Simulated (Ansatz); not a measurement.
C₂H₆Co⁺, that is CoMe2 with one electron fewer. Total charge 1; triplet. Geometry PBE0-D4/def2-TZVP, that of the neutral quartet.

Cartesian coordinates in Å:
```
Co 0.390 0.013 -0.443
C -1.379 0.455 -1.217
H -2.093 -0.361 -1.064
H -1.311 0.634 -2.298
H -1.796 1.359 -0.760
C 1.394 -0.455 1.199
H 1.302 0.332 1.955
H 2.464 -0.586 0.991
H 1.028 -1.390 1.636
```

At PBE-D4/def2-TZVP, r2SCAN-D4/def2-TZVP, PBE0-D4/def2-TZVP the charge 1 triplet is spin-contaminated (final ⟨S²⟩ up to 2.74, 2.00 for a pure state). The order of the spin states hangs on the level: the quintet lies 0.18 eV below the triplet at PBE0-D4/def2-TZVP, but 0.09 eV above it at PBE-D4/def2-TZVP. The triplet is doubtful at PBE0-D4/def2-TZVP (⟨S²⟩ 2.74, where a pure state has 2.00). The triplet is doubtful at PBE-D4/def2-TZVP (⟨S²⟩ 2.32, where a pure state has 2.00).

(1) Estimate the α-spin orbital energies around the gap (eV) in Ansatz with PBE-D4/def2-TZVP, r2SCAN-D4/def2-TZVP, PBE0-D4/def2-TZVP.

Results:

(1) 
| orbital | PBE-D4/def2-TZVP | r2SCAN-D4/def2-TZVP | PBE0-D4/def2-TZVP |
| --- | --- | --- | --- |
| HOMO−5 | -15.00 | -15.46 | -17.08 |
| HOMO−4 | -14.41 | -15.25 | -16.63 |
| HOMO−3 | -14.10 | -14.80 | -16.49 |
| HOMO−2 | -13.44 | -14.25 | -16.30 |
| HOMO−1 | -13.03 | -13.77 | -15.80 |
| HOMO | -12.58 | -12.79 | -13.62 |
| LUMO | -11.43 | -11.20 | -10.51 |
| LUMO+1 | -6.59 | -6.37 | -5.81 |
| LUMO+2 | -5.21 | -5.06 | -4.48 |
| LUMO+3 | -4.17 | -3.60 | -3.39 |
| LUMO+4 | -3.26 | -2.30 | -2.40 |
| LUMO+5 | -2.18 | -1.41 | -1.30 |
| β HOMO | -11.91 | -12.48 | -14.45 |
| β LUMO | -10.93 | -10.52 | -8.94 |
